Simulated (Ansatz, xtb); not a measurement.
# ClFGaHOSi: where a starting geometry ends

The starting geometry of this gas-phase singlet was built from a drawn formula by distance geometry; its bonds are those of `O=[Si](Cl)[GaH][F]`.

```xyz
6

Cl   -3.3383    1.9212    1.2524
F    -3.1476   -2.1250   -0.5312
Ga   -1.7020   -0.9895   -0.7082
O    -0.5141    2.0185   -0.2789
Si   -1.8346    1.2864   -0.0386
H    -0.7249   -1.8572   -1.3699
```

Problem. Predict what it relaxes into with r2SCAN-D4/def2-SVP.

Solution. It keeps its bonds, and is `O=[Si](Cl)[GaH][F]`.

The energy falls by 0.35 eV over 27 steps:

| step | E − E(last) (eV) |
| --- | --- |
| 1 | 0.347 |
| 4 | 0.027 |
| 7 | 0.018 |
| 10 | 0.016 |
| 13 | 0.014 |
| 15 | 0.011 |
| 18 | 0.005 |
| 21 | 0.002 |
| 24 | 0.000 |
| 27 | 0.000 |

Final geometry (Å):

| atom | x (Å) | y (Å) | z (Å) |
| --- | --- | --- | --- |
| Cl | -2.8056 | 1.4779 | 1.7314 |
| F | -3.2741 | -1.5773 | -1.3295 |
| Ga | -1.7327 | -1.0803 | -0.6550 |
| O | -1.0667 | 2.3765 | -0.7962 |
| Si | -1.7479 | 1.2346 | -0.0257 |
| H | -0.6345 | -2.1771 | -0.5993 |

From the same start GFN2-xTB ends elsewhere, differing in Cl1–Ga3 (2.07 against 3.66 Å here), Cl1–Si5 (4.02 against 2.07 Å here).

The end wasn't checked by frequencies. Run with Ansatz 0.2.0, 2.6 min on 1 thread of Arm Neoverse V1 (shared host).
